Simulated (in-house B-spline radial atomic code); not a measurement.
## LDA VWN5 excitations of K VIII (K7+)

Method: LDA VWN5. Computed with an all-electron radial atomic-structure program (B-spline basis): linear response of the closed shell [Ne] 3s2 with the functional's adiabatic kernel; scalar-relativistic (spin-free one-electron X2C), finite nucleus, no spin-orbit coupling, no double excitations, S, P, D and F terms only.

Command:
```bash
python run_td.py task.json out
```
Settings (radii: box in bohr, nucleus in fm):
```
Z                        19
electrons                12
configuration            [Ne] 3s2
hamiltonian              x2c
method                   lda,vwn
box_radius               12.81
rms_radius               3.4349
intervals                71
```

Cost of the run: 0.4 s on 1 thread of Arm Neoverse N1, with other jobs on the host.

The lowest states, in the order of their Tamm-Dancoff energies; the method's threshold (minus the highest occupied level) is 145.92 eV. Labels give the largest channel, * marks a mixed state, and oscillator strengths are full-response dipole values. Semilocal kernels can invert the small singlet-triplet splittings of Rydberg terms. Energies in eV:

```
     state  full response  Tamm-Dancoff  oscillator strength
3s → 3p 3P         16.008        16.237                    -
3s → 3p 1P         24.077        24.980                 1.08
3s → 3d 3D          43.62         43.70                    -
3s → 3d 1D          46.96         46.98                    -
3s → 4s 3S          78.10         78.11                    -
3s → 4s 1S          79.58         79.62                    -
3s → 4p 3P              ?             ?                    -
3s → 4p 1P          85.36         85.39                0.239
3s → 4d 1D              ?             ?                    -
3s → 4d 3D          94.62         94.62                    -
```

Question: Where does 3s → 4d 1D lie?

Answer: At 94.60 eV in full response, 94.61 eV in Tamm-Dancoff.

Question: Where does 3s → 4p 3P lie?

Answer: At 85.01 eV in full response, 85.02 eV in Tamm-Dancoff.

Question: How large is the singlet-triplet splitting of 3s → 3p (P terms) in Tamm-Dancoff?

Answer: 8.74 eV, from the unrounded values.

Question: What polarisabilities and dispersion coefficient does the method give?

Answer: Dipole 1.445 bohr³, quadrupole 1.017 bohr⁵, C6 1.499 hartree·bohr⁶ for two such species.
